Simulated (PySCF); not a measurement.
Structure problem from calculated spectra and properties.

Formula: C5H6ClFO.

| Quantity | Value |
| --- | --- |
| 13C NMR | chemical shifts (computed TMS as zero) by class: 169.3 (1 C), 152.3 (1 C), 136.6 (1 C), 25.2 (1 C), 15.7 (1 C) ppm [GIAO PBE/pcSseg-1] |
| UV, first state | lowest singlet excitation: 4.53 eV (274 nm, f = 0.001) [TDDFT wB97X-D/def2-SVPD] |
| 1H NMR | chemical shifts (computed TMS as zero) by class: 6.00 (1 H), 2.84 (2 H), 1.06 (3 H) ppm [GIAO PBE/pcSseg-1] |
| NMR, other nuclei | isotropic shieldings of nuclei other than C and H, by class: -217 (1 O), 263 (1 F), 447 (1 Cl) ppm [GIAO PBE/pcSseg-1] |
| UV, strongest line | among the 10 lowest singlet transitions: S2 at 5.29 eV (235 nm, f = 0.345) [TDDFT wB97X-D/def2-SVPD] |
| XPS | Cl2p3/2 206.2, C1s 291.1, C1s 291.3, C1s 291.3, C1s 293.5, C1s 294.8, O1s 538.3, F1s 693.5, Cl1s 2828.7 eV [ΔSCF SCAN, pcX-2 on the ionised atom, pcseg-1 elsewhere, spin-free X2C, 2p3/2 from a spin–orbit splitting computed afterwards within the 2p shell] |
| Rotational structure | rotational constants A, B, C: 3.383, 0.936, 0.766 GHz [PBE0-D3(BJ)/def2-SVP] |

The electronic properties come from PySCF, for the isolated species, density fitting. Levels stand in brackets. One conformer (not necessarily the lowest) at the PBE0-D3(BJ)/def2-SVP geometry, without solvent, vibrations or thermal averaging. NMR values are class means; diastereotopic atoms form classes of their own.

Question: Give a SMILES that accounts for the data.

Answer: Numbering: `[CH3:1][CH2:2]/[CH:3]=[C:4](/[F:5])[C:6](=[O:7])[Cl:8]`. Its formula, C5H6ClFO, gives 2 degrees of unsaturation: 0 rings and 2 π bonds in the structure found. 5 carbons fall into 5 classes; from least to most shielded: acyl halide carbon [C6] (169.3 ppm), vinylic C–F carbon [C4] (152.3 ppm), alkene CH carbon [C3] (136.6 ppm), allylic carbon [C2] (25.2 ppm), methyl carbon [C1] (15.7 ppm). Hydrogen classes from least to most shielded: 1 H on an alkene CH carbon, C3 (6.00 ppm), 2 H on an allylic carbon, C2 (2.84 ppm, a mean of values up to 1.6 ppm apart in this geometry), 3 H on a methyl carbon, C1 (1.06 ppm). The other shieldings belong to: -217 ppm, carbonyl oxygen [O7]; 263 ppm, vinyl fluorine [F5]; 447 ppm, chlorine bonded to C [Cl8]. The core levels belong to: Cl2p3/2 206.2 eV, chlorine bonded to C [Cl8]; C1s 291.1 eV, methyl carbon [C1]; C1s 291.3 eV, alkene CH carbon [C3]; C1s 291.3 eV, allylic carbon [C2]; C1s 293.5 eV, vinylic C–F carbon [C4]; C1s 294.8 eV, acyl halide carbon [C6]; O1s 538.3 eV, carbonyl oxygen [O7]; F1s 693.5 eV, vinyl fluorine [F5]; Cl1s 2828.7 eV, chlorine bonded to C [Cl8]. S1 is mainly HOMO−1→LUMO (weight 0.92); the largest Löwdin shares of the orbital it empties are 0.48 on the carbonyl oxygen, 0.27 on the chlorine bonded to C, 0.06 on the acyl halide carbon and 0.04 on the vinylic C–F carbon, of the orbital it fills 0.26 on the acyl halide carbon, 0.21 on the carbonyl oxygen, 0.21 on the alkene CH carbon and 0.13 on the vinylic C–F carbon. The optimised geometry has point group C1 and is an asymmetric top. Structure: `CC/C=C(/F)C(=O)Cl`. Computed isomers that give other values at the same levels: `CO[C@@H]1C/C1=C(\F)Cl` (lowest singlet excitation: 6.38 eV (194 nm, f = 0.009)); `C/C(F)=C(/C)C(=O)Cl` (rotational constant A: 3.022 GHz; this holds for the one conformer computed); `CC(C)=C(Cl)C(=O)F` (rotational constant A: 2.014 GHz; this holds for the one conformer computed). The assignments are read from this structure; whether some other isomer fits the data as well wasn't checked.

The values belong to the conformer `[CH3:1][CH2:2]/[CH:3]=[C:4](/[F:5])[C:6](=[O:7])[Cl:8]`: C1–C2–C3–C4 -124°, C3–C4–C6–O7 0°.
